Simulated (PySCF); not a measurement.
Magnetic shielding above rings: a mixed set.

Probes without a nucleus sit at each ring's centroid and 1 Å off its mean plane on both sides; NICS is minus the shielding there, NICSzz its component along the normal. Level: GIAO PBE0/pcSseg-1 (PySCF, non-relativistic, gas phase) on the GFN2-xTB geometries, one conformer each. Atom numbers follow the mapped SMILES.

Question: Order these rings by mean NICS(1)zz, lowest (most negative) first (ppm).
A. ring C2–C3–P5–C7–C8 in `[CH3:1][C:2]1=[C:3]([CH3:4])[P@H+:5]([CH3:6])[CH:7]=[CH:8]1` (charge +1)
B. ring C6–C7–C9–C10 in `[CH3:1][C:2](=[O:3])[Si@@H:4]([Cl:5])[C:6]1=[C:7]([Cl:8])[CH2:9][CH2:10]1`
C. ring C4–O5–C6–C7–C8 in `[O:1]=[C:2]([F:3])[c:4]1[o:5][cH:6][cH:7][c:8]1[Cl:9]`
D. ring C4–C5–C6–C7–O9 in `[O:1]=[C:2]([Cl:3])[c:4]1[cH:5][cH:6][c:7]([F:8])[o:9]1`
E. ring C2–C3–C4 in `[F:1][C@@H:2]1[CH2:3][C@H:4]1[SH:5]`
F. ring S4–C5–C6–C7–C8 in `[SiH3:1][CH2:2][CH2:3][S+:4]1[CH2:5][CH2:6][CH2:7][CH2:8]1` (charge +1)
G. ring P3–C4–C5–C6–C7–C8 in `[CH3:1][CH2:2][P:3]1[CH:4]=[CH:5][CH2:6][CH:7]=[CH:8]1`

Answer: C (-23.7), D (-21.9), E (-19.1), F (-5.9), G (-2.4), B (-0.3), A (1.0).

```json
{"SMILES": "O=C(F)c1occc1Cl", "ring": "5-membered ring with O; formal bonds all aromatic", "NICS(0)": "-11.8", "NICS(1)": "-10.0", "NICS(1)zz": "-23.7", "HOMA": "0.58", "rms pucker (Å)": "0.00", "ring atoms with four or more neighbours": "0"}
{"SMILES": "O=C(Cl)c1ccc(F)o1", "ring": "5-membered ring with O; formal bonds all aromatic", "NICS(0)": "-12.1", "NICS(1)": "-9.4", "NICS(1)zz": "-21.9", "HOMA": "0.57", "rms pucker (Å)": "0.00", "ring atoms with four or more neighbours": "0"}
{"SMILES": "F[C@@H]1C[C@H]1S", "ring": "3-membered carbocycle; formal bonds all single", "NICS(0)": "-38.8", "NICS(1)": "-8.1", "NICS(1)zz": "-19.1", "HOMA": "–", "rms pucker (Å)": "0.00", "ring atoms with four or more neighbours": "3"}
{"SMILES": "[SiH3]CC[S+]1CCCC1", "ring": "5-membered ring with S; formal bonds all single", "NICS(0)": "-8.1", "NICS(1)": "-5.1", "NICS(1)zz": "-5.9", "HOMA": "–", "rms pucker (Å)": "0.20", "ring atoms with four or more neighbours": "4"}
{"SMILES": "CCP1C=CCC=C1", "ring": "6-membered ring with P; formal bonds 2 double, 4 single", "NICS(0)": "-2.1", "NICS(1)": "-3.2", "NICS(1)zz": "-2.4", "HOMA": "–", "rms pucker (Å)": "0.21", "ring atoms with four or more neighbours": "1"}
{"SMILES": "CC(=O)[Si@@H](Cl)C1=C(Cl)CC1", "ring": "4-membered carbocycle; formal bonds 1 double, 3 single", "NICS(0)": "-1.8", "NICS(1)": "-2.6", "NICS(1)zz": "-0.3", "HOMA": "–", "rms pucker (Å)": "0.00", "ring atoms with four or more neighbours": "2"}
{"SMILES": "CC1=C(C)[P@H+](C)C=C1", "ring": "5-membered ring with P; formal bonds 2 double, 3 single", "NICS(0)": "-0.1", "NICS(1)": "-2.9", "NICS(1)zz": "1.0", "HOMA": "–", "rms pucker (Å)": "0.00", "ring atoms with four or more neighbours": "1"}
```

NICS(0) gives another order. The isotropic NICS(1) gives another order. HOMA uses Krygowski's 1993 parameters; it is left out where a ring has a four-coordinate atom, a triple bond, no multiple bond or a kind of bond without parameters. NICS(1) and NICS(1)zz are means over the two faces.
